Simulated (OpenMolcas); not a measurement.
## Levels of Pb III by method

```
Program             : OpenMolcas
Basis               : ANO-RCC-VQZP [9s8p6d4f3g]
Scalar Hamiltonian  : DKH2, point nucleus
Active space        : 2 electrons in 9 orbitals (RAS2 6s 6p; RAS3 6d, at most 2 electrons)
State averaging     : 2S+1 = 3 even, 3 roots; 2S+1 = 1 even, 6 roots; 2S+1 = 3 odd, 3 roots; 2S+1 = 1 odd, 3 roots
Spin-orbit coupling : RASSI with atomic mean-field integrals over the reference wave functions, term energies averaged over their components
```

Methods on the same reference wave functions:
A. RASSCF
B. SS-RASPT2, IPEA 0.25 Eh, imaginary shift 0.1 Eh (closed shells correlated: 5d)

Energies in eV above 6s² ¹S₀, the measured ground level; measured values from Moore, Atomic Energy Levels, vol. III, NSRDS-NBS 35 (1971 reprint of NBS Circular 467, 1958).

```
     Level        A       B  Measured
   6s² ¹S₀   0.0000  0.0000    0.0000
6s 6p ³P°₀   6.7871   7.817    7.4883
6s 6p ³P°₁   7.2550   8.241    7.9835
6s 6p ³P°₂   8.6096   9.639          
6s 6p ¹P°₁  11.5266  11.570   11.8207
```

Deviations, from unrounded energies. A percentage is the sum of absolute deviations over the sum of measured energies, with the sign that they share, or ± where signs differ.

```tsv
Against measurement	Levels	A	B
mean absolute deviation (cm-1)	3	4600	2200
other configurations (%)	3	-6.3	±3.1
```

B lies closest to measurement on these levels. The largest miss of B in the table is 6s 6p ³P°₀, by +2600 cm-1. The ranking rests on the paired levels alone, and a cruder setting can come out closer through cancelling errors.

The lowest spin-free term lies below A's lowest term by 0.419 hartree in B.

The run also gave levels led by 6s 6d, which use shells meant for correlation; these and all levels above them are left out. Spin-orbit splittings of 6p shells tend to come out small when the coupling is added on scalar orbitals. Computed and measured levels are paired by configuration, term and J; levels that our copy of the source lacks, or whose pairing is in doubt (as where it misses far off the trend of its configuration), stay unpaired and out of the deviations. Levels of configurations outside the active space are missing. The table leaves out levels that lie high or whose names do not pair safely across all columns.

° marks odd parity.
